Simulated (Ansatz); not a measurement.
Abstraction of F: C3H6F2 + C2HF2Si → C3H6F + C2HF3Si

Species: C3H6F2 `CC(F)CF`, singlet; C2HF2Si `C#C[Si](F)F`, doublet; C3H6F `C[CH]CF`, doublet; C2HF3Si `C#C[Si](F)(F)F`, singlet. A radical takes F: the energy is the difference in strength between the C–F bond broken and the Si–F bond made.

Shapes, held fixed at every level: PBE0-D4/def2-TZVP. Flexible molecules stand in one conformer, not always the lowest. Programs: Ansatz 0.2.0. The zero-point and thermal change to 298 K, harmonic and unscaled (PBE0-D4/def2-TZVP), is -6.8 kJ/mol.

```csv
level,kind,ΔH(298 K) (kJ/mol),less CCSD(T)/CBS estimate,CPU time (sum over the molecules)
MP2/def2-SVP,perturbation theory,-197.6,+20.8,–
SPW92/def2-TZVPP,LDA,-181.5,+36.9,15 s
B3LYP-D4/def2-TZVPP,global hybrid,-210.3,+8.1,44 s
r2SCAN0-D4/def2-TZVPP,global hybrid,-220.8,-2.4,59 s
B2PLYP/def2-TZVPP,double hybrid,-214.2,+4.2,54 s
CCSD(T)/def2-SVP,coupled cluster or CI,-192.1,+26.3,67 s
CCSD/def2-SVP,coupled cluster or CI,-196.5,+21.9,–
CCSD(T)/CBS estimate,coupled cluster or CI,-218.4,0.0,31 min
```

The highest level, CCSD(T)/CBS estimate, gives ΔH(298 K) = -218.4 kJ/mol; the levels span -220.8 to -181.5. The column of differences is taken from that level and isn't an error. No measured value is set beside it here. Open shells run unrestricted. The CBS estimate extrapolates MP2 from def2-TZVPP and def2-QZVPP and adds CCSD(T) − MP2 in the triple-zeta set, cores frozen. Times are processor times on shared x86 and Arm servers, and rough.
